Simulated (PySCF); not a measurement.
Simulation results for ClF$_{2}$HSi

Computed with PySCF 2.14.0. Calculation on a computer-drawn molecule: the log of a Hartree-Fock and frozen-core CCSD(T) single point meant for a local Hartree-Fock minimum, with one planted fault or none, to be diagnosed. Offsets are logged minus clean, where the clean run is the same molecule without the fault. The reference is restricted for singlets and unrestricted otherwise, and also for a bond in bohr or an excited solution. Adding or removing an electron swaps singlet and doublet. The excited solution moves the top pair (singlet) or top alpha electron (doublet) to the lowest empty orbital. Highest occupied and lowest empty are orbital energies over both spins, largest force is the largest gradient component, triples share is (T) over the correlation energy, the T1 limit is 0.02 restricted and 0.045 unrestricted, electrons count all cores, a negative frequency is imaginary (commonest isotopes), and the dipole is about the centre of nuclear charge.

```xyz
5
formula=ClF2HSi meant_charge=0 meant_multiplicity=1 meant_basis=cc-pV(D+d)Z logged_electrons=50 logged_basis_functions=29 logged_SCF_converged=yes logged_spin_squared=0 logged_highest_occupied=-10.88 logged_lowest_empty=9.3257 logged_largest_force=0.03974 logged_T1_diagnostic=0.0097034 logged_D1_diagnostic=0.031998 logged_triples_share=0.047467 logged_CC_converged=yes logged_dipole_magnitude=2.2489 logged_SCF_stable_within_its_kind=yes logged_energy_HF=-936.93664 logged_energy_CCSD(T)=-937.026 possible_faults=no_fault,one_electron_removed,one_electron_added,multiplicity_raised_by_two,geometry_at_a_saddle_point,SCF_held_on_an_excited_solution,minimal_basis_STO-3G,one_bond_length_entered_in_bohr,all_coordinates_scaled planted_fault=minimal_basis_STO-3G HF_energy_offset_from_clean_run=6998 CCSD(T)_energy_offset_from_clean_run=7342
F     -2.7684     0.1377     0.9500
Si    -2.2899    -0.8533    -0.1970
F     -2.3274    -0.0432    -1.5640
Cl    -3.5895    -2.4003    -0.3136
H     -0.9369    -1.3031     0.0728
```

Units: logged_highest_occupied, logged_lowest_empty in eV; logged_largest_force in hartree/bohr; logged_dipole_magnitude in debye; logged_energy_HF, logged_energy_CCSD(T) in hartree; HF_energy_offset_from_clean_run, CCSD(T)_energy_offset_from_clean_run in kcal/mol.

Drawn bonds:
```csv
atom,other atom,order
1,2,1
2,3,1
2,4,1
2,5,1
```
